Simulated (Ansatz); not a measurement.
Born–Oppenheimer molecular dynamics of CH7BFN (11 atoms, charge 0, multiplicity 1). It starts at the highest image of a converged band. Of that band: Neighbouring images differ by up to 2.1 eV, so the band resolves the path poorly. A vibrational analysis at the climbing image gives one clearly imaginary mode, 1156i cm⁻¹: a first-order saddle point.

The calculation used RKS B3LYP/6-31G* in Ansatz 0.2.0.

```json
{"ensemble": "NVE (velocity Verlet)", "time step": "0.5 fs", "steps asked": "200", "starting velocities drawn for": "100 K", "seed": "9989"}
```

First frame:

```xyz
11
Properties=species:S:1:pos:R:3
B -0.151 -0.134 0.066
C -0.067 0.019 1.843
H -0.340 1.072 1.736
H -0.857 -0.465 2.428
H 0.873 0.013 2.410
H 0.655 0.568 -0.457
N -1.504 -0.147 -0.385
H -2.160 -0.820 -0.008
H -1.673 0.017 -1.368
F 0.583 -1.693 0.135
H 0.370 -1.045 1.100
```

Question: What does the run give?

Answer: All steps were run.

| Quantity | Value |
| --- | --- |
| steps done | 200 |
| time covered | 100 fs |
| mean temperature over the second half | 2269 K |
| spread of the potential energy over the second half | 12.9 meV per atom |
| mean potential energy of the second half above the start | -229.4 meV per atom |

The conserved energy stayed within 0.18 meV per atom of its start (net change -0.11 meV per atom), so the integration is sound. The kinetic energy rose, since the run started high on the potential surface and went downhill. It ends in pieces (BFH3N + CH4), so much of that is their flight and rotation, not heat. A run of 0.1 ps of so small a system gives no equilibrium averages. The orbitals stay closed-shell, which can raise the energy where a bond breaks towards radicals; this wasn't checked here.

Question: What happens to the structure?

Answer: Between its relaxed ends the band would form B1–F10, C2–H11 and break B1–C2, F10–H11. These pairs go: B1–F10 1.72 → 1.36 Å, C2–H11 1.37 → 1.09 Å, B1–C2 1.79 → 6.85 Å, F10–H11 1.18 → 7.69 Å. In the last frame they stand as after the step (other bonds may differ from the relaxed reactants and products). It ends as BFH3N + CH4. Pairs count as bonded within 1.25 times the sum of covalent radii (0.12 Å more for H–H). Another seed would give other details.

Question: How do temperature and energy run in time?

Answer: 
| time (fs) | T (K) | potential energy less start (eV) | conserved less start (meV/atom) |
| --- | --- | --- | --- |
| 0 | 100 | 0.000 | 0.00 |
| 3 | 64 | 0.043 | 0.08 |
| 6 | 100 | 0.001 | 0.04 |
| 9 | 200 | -0.115 | 0.06 |
| 12 | 355 | -0.296 | 0.02 |
| 15 | 632 | -0.619 | -0.02 |
| 18 | 938 | -0.974 | 0.07 |
| 21 | 1348 | -1.453 | -0.13 |
| 24 | 1477 | -1.601 | 0.08 |
| 27 | 1705 | -1.867 | 0.00 |
| 30 | 2070 | -2.292 | -0.01 |
| 33 | 2376 | -2.648 | -0.08 |
| 36 | 2425 | -2.705 | -0.08 |
| 39 | 2333 | -2.597 | 0.05 |
| 42 | 2335 | -2.601 | -0.09 |
| 45 | 2199 | -2.441 | 0.09 |
| 48 | 2245 | -2.497 | -0.07 |
| 51 | 2191 | -2.432 | 0.02 |
| 54 | 2192 | -2.434 | -0.04 |
| 57 | 2181 | -2.421 | -0.05 |
| 60 | 2127 | -2.358 | 0.04 |
| 63 | 2197 | -2.440 | -0.03 |
| 66 | 2309 | -2.570 | 0.03 |
| 69 | 2453 | -2.738 | -0.10 |
| 72 | 2388 | -2.661 | 0.01 |
| 75 | 2419 | -2.699 | -0.06 |
| 78 | 2436 | -2.717 | 0.02 |
| 81 | 2487 | -2.778 | -0.07 |
| 84 | 2313 | -2.575 | -0.02 |
| 87 | 2185 | -2.425 | 0.02 |
| 90 | 2154 | -2.390 | -0.03 |
| 93 | 2205 | -2.450 | -0.08 |
| 96 | 2139 | -2.372 | 0.02 |
| 99 | 2179 | -2.418 | -0.02 |

Time of the run: 7.4 min on 1 thread of Arm Neoverse V2 (shared host), peak memory 0.16 GiB.
